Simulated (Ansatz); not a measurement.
Basis sets compared for Li₁₁⁻. The state is a singlet with charge -1. Geometry B3LYP/def2-SVPD. Ansatz on 4 threads of Arm Neoverse V1 on a shared host; times are rough, and most runs start from earlier orbitals.

```xyz
11

Li   -1.7274    0.6749    2.0155
Li    0.8969   -2.1080   -1.0379
Li   -1.2980    0.1435   -0.8443
Li    1.7286   -3.0731    1.8110
Li    1.0371   -0.2847    1.1234
Li   -3.2755    2.2281   -0.1594
Li   -0.1989    2.4938    0.2907
Li    3.5500   -1.2718   -0.1751
Li   -1.0553    2.6315   -2.4881
Li   -1.1506   -2.2503    1.0589
Li    1.4932    0.8161   -1.5947
```

B3LYP takes the VWN-RPA correlation. The restricted singlet is unstable towards broken spin symmetry in Hartree–Fock (as tested in another run); at PBE/def2-SVPD, PBE/def2-TZVPD, B3LYP/6-31G, B3LYP/def2-TZVPD and others this wasn't settled. The structure comes from a short search, and lower isomers may exist.

```json
{"level": "PBE/def2-SVPD", "functions": "132", "energy (Eh)": "-82.4532", "HOMO (eV)": "-0.01", "LUMO (eV)": "0.42", "wall time": "2.5 s"}
{"level": "B3LYP/6-31G", "functions": "99", "energy (Eh)": "-82.7871", "HOMO (eV)": "-0.12", "LUMO (eV)": "1.01", "wall time": "2.2 s"}
{"level": "PBE0/def2-SVPD", "functions": "132", "energy (Eh)": "-82.4914", "HOMO (eV)": "-0.36", "LUMO (eV)": "0.84", "wall time": "2.8 s"}
```

Q: Estimate the rows for PBE/def2-TZVPD, B3LYP/def2-TZVPD, PBE0/def2-TZVPD.

A: 
| level | functions | energy (Eh) | HOMO (eV) | LUMO (eV) | wall time |
| --- | --- | --- | --- | --- | --- |
| PBE/def2-TZVPD | 187 | -82.5244 | -0.02 | 0.43 | 2.7 s |
| B3LYP/def2-TZVPD | 187 | -82.8116 | -0.21 | 0.86 | 4.4 s |
| PBE0/def2-TZVPD | 187 | -82.5624 | -0.37 | 0.85 | 3 s |
